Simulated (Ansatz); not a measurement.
Computed with Ansatz on PBE0-D4/def2-TZVP structures; ΔE is electronic, products minus reactants. CBS: MP2 limit from def2 TZ/QZ plus the TZ coupled-cluster correction, frozen cores. Double bonds are as drawn, so ΔE can hold a change between cis and trans. Functionals use def2-TZVPP. HSE06 is defined as in plane-wave codes. One conformer a species, not always the lowest.

Consider the formal exchange of groups at the Si–C bond: `C/C=C\[SiH2]Cl` + `SSS` → `SS[SiH2]Cl` + `C/C=C/S`.

```csv
level,ΔE (kcal/mol),difference from CCSD(T)/CBS
PBE-D4,-8.2,1.4
r2SCAN-D4,-9.0,0.6
B97M-V,-9.3,0.3
r2SCAN0-D4,-9.8,-0.2
HSE06-D4,-9.4,0.2
BHLYP-D4,-9.4,0.2
ωB97X-V,-10.0,-0.4
PBE,-8.3,1.3
BHLYP,-9.4,0.2
RPA@PBE/def2-TZVPP,-10.1,-0.5
CCSD/def2-SVP,-14.4,-4.8
SCS-MP2/def2-TZVPP,-11.1,-1.5
HF/def2-QZVPP,-9.9,-0.3
MP2/def2-QZVPP,-10.9,-1.3
SCS-MP2/def2-QZVPP,-10.5,-0.9
MP2/CBS(def2),-10.6,-1.0
CCSD(T)/CBS,-9.6,0
```

Largest T1 diagnostic among the species: 0.014.

Leaving LDA and LC-ωPBE aside and taking each functional with its dispersion term where it has one, the values, not all of them listed here, spread over 3.8 kcal/mol, from PBE-QIDH to BLYP-D4. LDA lies −0.7 kcal/mol from PBE without D4. From r2SCAN to r2SCAN0 (25 % exact exchange), in def2-TZVPP and without D4, ΔE moves by −0.8 kcal/mol.

CCSD(T)/CBS has its own doubt, a few kJ/mol and more with outer-core shells, so smaller differences from it don't rank the levels.
